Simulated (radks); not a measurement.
The numbers below are computed, except where a source is named.
Ionisation of Pd3+, [Kr] 4d7, to Pd4+, [Kr] 4d6, under several functionals. Scalar-relativistic Kohn-Sham, spin-unpolarised, spherical densities, finite nucleus; a radial shooting solver on a logarithmic mesh with Libxc functionals. Known Delta-SCF values: AM05 49.321 eV; RPBE 49.283 eV; HCTH/407 49.984 eV. What does PW91 give, and what is its highest occupied eigenvalue?

Answer. 49.427 eV by Delta-SCF; the 4d eigenvalue is -41.720 eV. NIST: 46 eV (theoretical).

Beside tabulated values, note that spin-unpolarised runs miss the spin-polarisation part of the exchange energy of open shells.
